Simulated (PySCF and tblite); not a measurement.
The numbers below are computed, except where a source is named.
3-acetyl-1-fluorobenzene, C₈H₇FO, numbered as in [CH3:1][C:2](=[O:3])[c:4]1[cH:5][cH:6][cH:7][c:8]([F:9])[cH:10]1.

Search: ETKDG and KDG, MMFF94s, GFN2-xTB, 90 starts; geometries at PBE0-D3(BJ)/def2-SVP. Weights use PBE0-D3(BJ)/def2-SVPD (IEF-PCM, chloroform) energies plus GFN2-xTB zero-point and thermal terms (modes under about 100 cm⁻¹ blended into free rotors). Symmetry numbers and mirror images are counted. Conformers within 3 kcal/mol (GFN2-xTB free energy) were kept, 8 at most. Codes: tblite and PySCF.

An NOE distance is ⟨r⁻⁶⟩^(−1/6) over all pairs of like atoms and, for the average, over conformers.

Torsions listed: O3–C2–C4–C5.

```tsv
conformer	shape	weight %
1	179°	56.1
2	1°	43.9
```

Problem. Which H–H contacts under 3.5 Å would NOEs report (pairs on one atom left out) at 298.15 K?

Solution. 
| pair | in 1 (Å) | in 2 (Å) | average (Å) |
| --- | --- | --- | --- |
| H5 ··· H6 | 2.48 | 2.51 | 2.49 |
| H6 ··· H7 | 2.51 | 2.51 | 2.51 |
| H1 ··· H5 | 2.55 | 4.63 | 2.80 |
| H1 ··· H10 | 4.65 | 2.57 | 2.92 |

Longer pairs under the limit may be missing.

Problem. In a model where alignment follows shape alone (order matrix 0.0005 × (3G/tr G − 1)/2, G the second moments of the atom positions; splitting J + 2D), what are the one-bond C–H dipolar couplings D?

Solution. H1 0.9 Hz (0.9 in conformer 1), H5 -1.4 Hz (-2.8 in conformer 1), H6 -0.9 Hz (0.6 in conformer 1), H7 -6.1 Hz (-6.2 in conformer 1), H10 -0.7 Hz (0.6 in conformer 1).
